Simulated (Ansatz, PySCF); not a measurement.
Species: CH3BCl, net charge 0, doublet state. It need not be the lowest isomer of its formula. 
Geometry from a B3LYP-D3(BJ)/def2-TZVP (Ansatz, a quantum-chemistry and plane-wave program) optimisation:
SMILES: C[B]Cl
```xyz
6

B     -0.1480     0.6915    -0.3146
Cl     0.9930    -0.5518     0.0892
C     -1.6637     0.6681    -0.0080
H     -2.1131     1.6610     0.0146
H     -1.9002     0.1353     0.9185
H     -2.1461     0.1190    -0.8280
```
Charge 0, spin multiplicity 2.

Total electronic energies in hartree. Correlated levels leave the core frozen unless marked. Open shells are spin-unrestricted. No spin-orbit coupling. No relativistic terms. Basis-set limits of correlation are two-point, X^-3; Hartree-Fock from the larger set. The bracket is a focal-point correction in the basis named.

```tsv
level	program	energy (Eh)
HF/STO-3G	Ansatz	-518.07388
BP86-D3(BJ)/def2-TZVPD	PySCF + dftd3	-525.01172
B3LYP/def2-TZVPD	Ansatz	?
HSE06/def2-TZVPD	Ansatz	-524.71711
B2GP-PLYP/def2-TZVPD	Ansatz	-524.70602
B2PLYP-D3(BJ)/def2-TZVPD	Ansatz + dftd3	?
MP2/STO-3G	Ansatz	-518.15493
CCSD/cc-pwCVTZ	Ansatz	-524.31005
RI-MP2/CBS(cc-pV(T+d)Z,cc-pV(Q+d)Z)+[CCSD(T)-MP2]/cc-pV(T+d)Z	Ansatz	-524.3918
```

### Question
Some entries are withheld; supply them.

### Answer

- B3LYP/def2-TZVPD, energy (Eh): -524.98871
- B2PLYP-D3(BJ)/def2-TZVPD, energy (Eh): -524.77024
